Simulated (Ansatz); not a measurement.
Species: C7H15, charge 0, multiplicity 2. It need not be the lowest isomer of its formula. 
Structure (B3LYP-D3(BJ)/def2-TZVP (Ansatz, a first-principles code) minimum search):
```
C
C 1 1.5340
H 2 1.0909 1 111.87
H 2 1.0923 3 107.47 1 -121.50
H 2 1.0927 3 107.98 4 -116.06
C 1 1.5341 2 109.54 3 -57.80
H 6 1.0909 1 111.79 2 57.58
H 6 1.0923 7 107.51 1 121.50
H 6 1.0927 7 107.99 8 116.10
C 1 1.5344 2 108.81 3 -176.71
H 10 1.0923 1 110.96 2 59.49
H 10 1.0924 11 107.92 1 -121.84
H 10 1.0925 11 107.90 12 -116.32
C 1 1.5425 2 110.91 3 64.85
H 14 1.0946 1 108.37 2 175.46
H 14 1.0955 15 106.11 1 116.03
C 14 1.5312 15 108.39 16 116.20
H 17 1.0948 14 110.44 15 63.65
H 17 1.1013 18 104.94 14 -117.62
C 17 1.4849 18 109.52 19 -117.42
H 20 1.0813 17 121.02 18 37.28
H 20 1.0822 21 117.82 17 -172.54
```
Charge 0, spin multiplicity 2.

Computed values are from Ansatz. Cores are frozen in the correlated levels unless marked. UHF or UKS for open shells. No spin-orbit coupling. Non-relativistic. CBS(X,Y): correlation extrapolated as X^-3; Hartree-Fock from the larger set. [CCSD(T)-MP2]/basis is that difference in the basis named.

The atomisation energy De is 8692.1 kJ/mol at RI-MP2/CBS(cc-pVTZ,cc-pVQZ)+[CCSD(T)-MP2]/cc-pVTZ, the total energy is -275.3493 Eh at RI-MP2/CBS(cc-pVTZ,cc-pVQZ)+[CCSD(T)-MP2]/cc-pVTZ and the dipole moment comes out as 0.32 D at CCSD(T)/aug-cc-pVDZ. The T1 diagnostic is 0.009 at CCSD/cc-pVTZ.
